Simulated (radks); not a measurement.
Problem. The thulium ion Tm4+, 65 electrons, occupied as [Xe] 4f11. Calculated with a radial shooting solver on a logarithmic mesh with Libxc functionals: Dirac Kohn-Sham, LDA (Slater exchange, Perdew-Wang correlation), spin-unpolarised, spherical densities, point nucleus; open shells are shared between the two j in proportion to 2j + 1. Some entries of the table are withheld. Estimate them.

orbital,occ.,eigenvalue (eV),r(max) (bohr),<r> (bohr)
1s1/2,2,-59221.43,0.01262,0.02002
2s1/2,2,-10033.49,0.07212,0.08435
2p1/2,2,-9568.658,0.05404,0.07010
2p3/2,4,-8589.635,0.06036,0.07749
3s1/2,2,-2299.073,0.2037,0.2207
3p1/2,2,-2094.222,0.1913,0.2104
3p3/2,4,-1887.608,0.2045,0.2243
3d3/2,4,-1537.049,(1),0.1974
3d5/2,6,-1491.871,(2),0.2017
4s1/2,2,-497.4698,0.4645,0.4970
4p1/2,2,-415.0582,0.4660,0.5050
4p3/2,4,-367.9053,0.4941,0.5367
4d3/2,4,-231.9806,0.4951,0.5616
4d5/2,6,-223.3448,0.5041,0.5727
5s1/2,2,-101.5662,1.070,1.182
5p1/2,2,(3),1.153,1.301
5p3/2,4,(4),1.231,1.389
4f5/2,4.71429,-57.7521,0.4849,0.7062
4f7/2,6.28571,-56.3984,0.4900,0.7164

Solution. 
(1) 3d3/2 r(max) (bohr): 0.1610
(2) 3d5/2 r(max) (bohr): 0.1647
(3) 5p1/2 eigenvalue (eV): -77.7142
(4) 5p3/2 eigenvalue (eV): -70.8009
